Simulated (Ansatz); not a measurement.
Born–Oppenheimer molecular dynamics of Cl3H2NSi (7 atoms, charge 0, multiplicity 1). It starts from a relaxed structure.

Theory: RKS PBE0-D4/6-31G in Ansatz.

```
ensemble             : NVT, Nosé–Hoover chain
time step            : 0.5 fs
steps asked          : 250
set temperature      : 700 K
thermostat           : time constant 50 fs, chain length 1
temperature schedule : 62 steps to 700 K, then 188 steps to 10 K
seed                 : 272732
```

First frame:

```xyz
7
Properties=species:S:1:pos:R:3
Si -0.009 0.015 0.063
N 0.019 -0.032 1.782
H -0.739 -0.421 2.321
H 0.777 0.363 2.317
Cl 2.019 0.018 -0.642
Cl -0.965 1.749 -0.798
Cl -1.100 -1.692 -0.651
```

How far do the bonds stretch over the last three quarters of this one trajectory? (Pairs bonded in most of those frames.)


```tsv
bond	mean (Å)	spread (Å)	shortest	longest
Si1–N2	1.728	0.018	1.69	1.75
Si1–Cl5	2.160	0.073	2.04	2.28
Si1–Cl6	2.179	0.083	2.04	2.30
Si1–Cl7	2.152	0.027	2.12	2.20
N2–H3	1.016	0.044	0.94	1.09
N2–H4	1.012	0.032	0.95	1.07
```

Mean temperature of the second half: 548 K. The conserved energy stayed within 0.72 meV per atom of its start (net change 0.033 meV per atom), so the integration is sound. The schedule's set-point averaged 239 K over the second half and the system 548 K, so it lags behind the ramp. A run of 0.12 ps of so small a system gives no equilibrium averages. Limits of this set-up: no polarisation functions.

Time of the run: 7.7 min on 2 threads of Arm Neoverse V2, on a shared host, peak memory 0.16 GiB.
